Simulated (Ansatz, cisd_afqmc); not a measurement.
System: As, charge 0, quartet.

Total energies in def2-SVP, 5 correlated electrons, 14 frozen orbitals. Radicals and triplets start from unrestricted determinants; spin-orbit coupling is neglected. Correlated methods leave the cores frozen (noble-gas shells, and filled d and f shells in the p block). No relativity. The Monte Carlo rows (phaseless AFQMC, CISD trial, step 0.005/hartree) carry one-sigma bars that omit the constraint's bias. Outlying blocks are dropped, and bars are widened where a walk drifts. Over all cases where full CI ran beside it in this data, AFQMC minus full CI had a median of +0.1 mEh and passed +0.4 mEh in a tenth of the cases.

```csv
method,program,energy (Eh),minus CCSDTQ (mEh)
HF,Ansatz,-2233.91692,72.43
MP2,Ansatz,-2233.97328,16.07
CCSD,Ansatz,-2233.98810,1.25
CCSD(T),Ansatz,-2233.98906,0.29
CCSDT(Q),Ansatz,-2233.98933,0.02
CCSDTQ,Ansatz,-2233.98935,0.00
AFQMC/CISD,cisd_afqmc,-2233.9894 ± 0.0001,0.0 ± 0.1
```

Ansatz is a first-principles code.
